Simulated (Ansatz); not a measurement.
Relaxation of Li₉O₅ with UKS PBE-D4/def2-SVP.

```sh
$ ansatz run in.yaml --threads 4 --pin off --events-out ev --progress --plain --max-ram 4787MiB
```

```yaml
crystal:
  periodic: [false, false, false]
  atoms:
    - {symbol: Li, position_ang: [-2.270190, -2.147340, -1.611920]}
    - {symbol: Li, position_ang: [-0.597390, 2.422760, -0.155790]}
    - {symbol: Li, position_ang: [-1.832090, 0.273770, 0.429530]}
    - {symbol: Li, position_ang: [2.173840, -1.188130, 0.801380]}
    - {symbol: Li, position_ang: [0.763640, 0.731090, 0.511110]}
    - {symbol: Li, position_ang: [1.939530, 0.690280, -1.587280]}
    - {symbol: Li, position_ang: [-0.001170, -1.523530, 0.303940]}
    - {symbol: Li, position_ang: [-0.333350, 0.363310, 2.472520]}
    - {symbol: Li, position_ang: [-0.175970, -0.078020, -1.531250]}
    - {symbol: O, position_ang: [0.791360, -0.763070, 1.793960]}
    - {symbol: O, position_ang: [-1.509870, -1.072830, -0.695260]}
    - {symbol: O, position_ang: [1.499020, -0.813840, -0.782190]}
    - {symbol: O, position_ang: [0.496150, 1.619640, -1.227170]}
    - {symbol: O, position_ang: [-0.943520, 1.485910, 1.278440]}
basis:
  gaussian: {orbitals: def2-SVP}
magnetization: {spin_polarized: true, initial_magnetization: 1}
hamiltonian: {xc: pbe, dispersion: d4}
scf: {lower_state_search: "off"}
output: {orbitals: {seedname: orbitals}}
relax: {f_tol: 0.02, max_steps: 100}
```

Run time 22 s (4 threads of Arm Neoverse V2 on a shared host).

Positions (Å) and forces (eV/Å) at steps 1, 2, 3, 4, 6 of 6:

```xyz
14
step=1 energy=-12066.6757 eV
Li   -2.270   -2.147   -1.612   -0.496   -0.536   -0.392
Li   -0.597    2.423   -0.156   -0.136    0.611    0.072
Li   -1.832    0.274    0.430   -0.581   -0.304   -0.193
Li    2.174   -1.188    0.801    0.293   -0.182    0.208
Li    0.764    0.731    0.511   -0.078    0.083    0.070
Li    1.940    0.690   -1.587    0.253    0.191   -0.242
Li   -0.001   -1.524    0.304   -0.003   -0.204   -0.187
Li   -0.333    0.363    2.473   -0.060    0.203    0.577
Li   -0.176   -0.078   -1.531    0.019   -0.186   -0.105
O     0.791   -0.763    1.794    0.239   -0.172    0.062
O    -1.510   -1.073   -0.695    0.246    0.346    0.267
O     1.499   -0.814   -0.782   -0.007   -0.117   -0.095
O     0.496    1.620   -1.227    0.227    0.034   -0.227
O    -0.944    1.486    1.278    0.084    0.232    0.185
14
step=2 energy=-12066.7884 eV
Li   -2.338   -2.181   -1.606   -0.213   -0.178   -0.106
Li   -0.578    2.468   -0.138   -0.088    0.321    0.054
Li   -1.880    0.257    0.414   -0.308   -0.198   -0.139
Li    2.194   -1.203    0.817    0.162   -0.075    0.134
Li    0.757    0.736    0.516   -0.084    0.005    0.013
Li    1.962    0.710   -1.601    0.141    0.131   -0.115
Li    0.009   -1.533    0.282   -0.045   -0.110   -0.127
Li   -0.315    0.389    2.505   -0.053    0.116    0.297
Li   -0.161   -0.090   -1.535   -0.035   -0.126   -0.064
O     0.796   -0.765    1.795    0.164   -0.115    0.078
O    -1.522   -1.089   -0.714    0.179    0.124    0.081
O     1.527   -0.803   -0.778   -0.035   -0.110   -0.083
O     0.506    1.628   -1.227    0.153    0.056   -0.149
O    -0.959    1.476    1.271    0.064    0.160    0.126
14
step=3 energy=-12066.7432 eV rejected
Li   -2.449   -2.150   -1.506   -0.056   -0.036   -0.020
Li   -0.554    2.543   -0.087   -0.049    0.014    0.023
Li   -1.933    0.248    0.383    0.077    0.150    0.112
Li    2.251   -1.151    0.853   -0.211   -0.025   -0.192
Li    0.612    0.685    0.491    0.044    0.017    0.010
Li    2.027    0.771   -1.553   -0.188   -0.211    0.042
Li    0.043   -1.623    0.215    0.238    0.086    0.125
Li   -0.305    0.439    2.551   -0.053    0.019    0.015
Li   -0.128   -0.153   -1.623    0.229    0.162    0.029
O     0.784   -0.758    1.798    0.158   -0.064   -0.392
O    -1.465   -1.079   -0.726   -0.123   -0.161   -0.121
O     1.637   -0.927   -0.891   -0.293    0.565    0.477
O     0.504    1.644   -1.209    0.193   -0.379    0.005
O    -1.023    1.511    1.304    0.034   -0.135   -0.113
14
step=4 energy=-12066.8424 eV
Li   -2.423   -2.192   -1.560   -0.034    0.004    0.015
Li   -0.561    2.519   -0.116   -0.011    0.019    0.031
Li   -1.915    0.240    0.386   -0.023    0.003   -0.005
Li    2.224   -1.200    0.835    0.001    0.026    0.008
Li    0.704    0.720    0.510    0.000   -0.034   -0.029
Li    1.997    0.737   -1.597    0.005    0.015    0.029
Li    0.025   -1.568    0.256    0.046    0.029   -0.032
Li   -0.306    0.412    2.539   -0.013    0.029    0.013
Li   -0.143   -0.107   -1.573    0.043   -0.016    0.025
O     0.806   -0.769    1.797    0.012   -0.041    0.047
O    -1.498   -1.102   -0.739   -0.050   -0.047   -0.029
O     1.550   -0.809   -0.788    0.002   -0.030   -0.024
O     0.524    1.639   -1.225    0.005    0.040   -0.049
O    -0.983    1.479    1.276    0.016    0.004   -0.001
14
step=6 energy=-12066.8475 eV
Li   -2.493   -2.180   -1.516    0.001    0.002    0.002
Li   -0.556    2.527   -0.111    0.002   -0.002   -0.001
Li   -1.904    0.235    0.366    0.004    0.002    0.001
Li    2.230   -1.180    0.853    0.009   -0.001   -0.002
Li    0.692    0.700    0.496   -0.004    0.001    0.001
Li    2.005    0.763   -1.577    0.009   -0.001   -0.001
Li    0.046   -1.578    0.236   -0.002   -0.001   -0.003
Li   -0.309    0.409    2.539    0.001   -0.001   -0.002
Li   -0.122   -0.120   -1.587   -0.001   -0.003   -0.001
O     0.795   -0.788    1.805   -0.004    0.003    0.000
O    -1.488   -1.116   -0.755   -0.008   -0.001    0.000
O     1.566   -0.792   -0.778    0.002    0.002    0.002
O     0.513    1.647   -1.239   -0.006    0.001    0.005
O    -0.976    1.473    1.269   -0.003    0.000    0.000
```

The relaxation made no stability test and no search for a lower SCF solution. Another isomer (doublet) lies 0.50 eV lower at PBE0-D4/def2-TZVP; other spin states weren't run for this one.
